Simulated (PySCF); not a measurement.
# Ti⁺: excitation energy

Ti⁺ [Ar] 3d2 4s1 (4F) → Ti⁺ [Ar] 3d1 4s1 4p1 (high-spin determinant), as a difference of total energies. Computed with PySCF 2.14 in aug-cc-pVDZ (7s6p4d2f, 59 functions), with the non-relativistic Hamiltonian (point nucleus). Correlated levels: valence: [Ar] frozen. The calculations carry no spin-orbit coupling.

```json
{"method": "UHF", "excitation energy (cm⁻¹)": "51541"}
{"method": "LDA", "excitation energy (cm⁻¹)": "60514"}
{"method": "PBE", "excitation energy (cm⁻¹)": "60067"}
{"method": "PBE0", "excitation energy (cm⁻¹)": "58888"}
{"method": "r2SCAN", "excitation energy (cm⁻¹)": "61032"}
{"method": "BLYP", "excitation energy (cm⁻¹)": "60617"}
{"method": "BHandHLYP", "excitation energy (cm⁻¹)": "58340"}
{"method": "wB97X-V", "excitation energy (cm⁻¹)": "57824"}
{"method": "TPSSh", "excitation energy (cm⁻¹)": "60014"}
{"method": "MP2 (valence)", "excitation energy (cm⁻¹)": "52191"}
{"method": "SCS-MP2 (valence)", "excitation energy (cm⁻¹)": "51757"}
```

A first-order spin-orbit estimate (lowest level to lowest level, LS coupling) adds -0.011 eV.

The determinant of the upper state mixes LS terms, which raises its energy above the lowest term, most at the Hartree-Fock and MP2 levels.
